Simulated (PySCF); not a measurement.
H2Te, SMILES [TeH2].

Geometry: PBE0-D3(BJ)/def2-TZVPD. The def2 effective core potentials stand for the cores of Te; spin–orbit coupling is left out.

Level of theory: PBE0-D3(BJ)/def2-TZVPD run with PySCF 2.14.0.

Frequencies are harmonic and unscaled.

```json
[
 {"mode": "1", "ν (cm⁻¹)": "888", "IR (km/mol)": "11.4", "moving atoms (share of kinetic energy)": "H 99 %"},
 {"mode": "2", "ν (cm⁻¹)": "2165", "IR (km/mol)": "32.2", "moving atoms (share of kinetic energy)": "H 99 %"},
 {"mode": "3", "ν (cm⁻¹)": "2173", "IR (km/mol)": "34.6", "moving atoms (share of kinetic energy)": "H 99 %"}
]
```
